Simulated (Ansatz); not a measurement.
Reaction (SMILES): [O]=[Sn]=[O] + H+ -> [O]=[Sn]=[OH+]
Structures are relaxed separately at B3LYP-D3(BJ)/def2-TZVP in Ansatz (an electronic-structure program). Unstable Hartree-Fock reference: [O]=[Sn]=[O], [O]=[Sn]=[OH+]. High T1 diagnostic, so coupled cluster is less sure: [O]=[Sn]=[O], [O]=[Sn]=[OH+].

Wanted: proton affinity (electronic energy difference), positive where the reaction releases energy, in kcal/mol. Cores are frozen in the correlated levels unless marked. No spin-orbit coupling. The frozen core is the preceding noble-gas configuration, with the filled d and f shells of earlier blocks. Past Kr the def2 sets carry scalar-relativistic core potentials. Basis-set limits of correlation are two-point, X^-3; Hartree-Fock from the larger set.

```csv
level,program,proton affinity (kcal/mol)
HF/def2-TZVPP,Ansatz,208.5
```

### Question
Estimate the value at CCSD(T)/CBS(def2-TZVPP,def2-QZVPP) as computed with Ansatz.

### Answer
197.5 kcal/mol
